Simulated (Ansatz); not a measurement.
Computed with Ansatz on PBE0-D4/def2-TZVP structures; ΔE is electronic, products minus reactants. CBS: MP2 limit from def2 TZ/QZ plus the TZ coupled-cluster correction, frozen cores. Functionals use def2-TZVPP. B3LYP here is the variant with VWN-RPA as its local correlation; programs differ in this. One conformer a species, not always the lowest.

Consider the formal exchange of groups at a C–C bond: `C=CCCCCC` + `CCC(C)(C)C` → `CCCC(C)(C)CC` + `C=CCCC`.

(1) Is it downhill or uphill in electronic energy at CCSD(T)/CBS, and by how much? (Best estimate.)

(2) What do these levels give: r2SCAN-D4, ωB97X-V, B3LYP, CCSD/def2-TZVPP, MP2/def2-QZVPP, CCSD/CBS(def2)? (Estimate.)

Largest T1 diagnostic among the species: 0.009.

Answers

(1) Ansatz gave: Nearly level: ΔE = 0.00 eV.

(2) Ansatz gave: r2SCAN-D4 0.01, ωB97X-V 0.01, B3LYP 0.00, CCSD/def2-TZVPP 0.01, MP2/def2-QZVPP 0.01, CCSD/CBS(def2) 0.00 eV.
